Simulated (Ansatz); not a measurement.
Harmonic frequencies (cm⁻¹) at PBE0-D4/def2-TZVP from Ansatz: 253, 542, 542, 814, 870, 870, 2172, 2186, 2186.

Task: Which molecule is it?
A. `[F][Ge]([F])([Br])[Br]`
B. `[GeH3][I]`
C. `[F][Ge]([F])([F])[SeH]`
D. `[Cl][GeH2][I]`

Result: B.
